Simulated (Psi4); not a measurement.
CH2N, charge +1, singlet, at a GFN2-xTB geometry. Base run: CCSD/def2-SV(P) (Psi4).

The Psi4 input:
```
memory 2 GB

molecule mol {
1 1
  C    -0.000000   -0.000000   -0.600338
  N     0.000000    0.000000    0.532667
  H    -0.000000   -0.000000   -1.674882
  H     0.000000    0.000000    1.548240
}

set basis def2-sv(p)
set reference rhf

energy('ccsd')
print_variables()
```

Variants of this job, named by their change:

```csv
change,ΔE vs base (mEh),MP2 correlation (Eh),CC correlation without the perturbative part (Eh),basis functions
base,0.000,-0.27693,-0.28869,32
method = omp2,7.320,-0.27690,-,32
method = ccsd(t),-10.646,-0.27693,-0.28869,32
scf_type = pk; mp2_type = conv,0.000,-0.27693,-0.28869,32
method = qcisd(t),-11.155,-0.27693,-,32
puream = off,-17.031,-0.28625,-0.29791,34
puream = on,0.000,-0.27693,-0.28869,32
method = mp4,-11.577,-0.27693,-,32
method = mp3,7.171,-0.27690,-,32
cc_type = df,-0.061,-0.27690,-0.28881,32
```
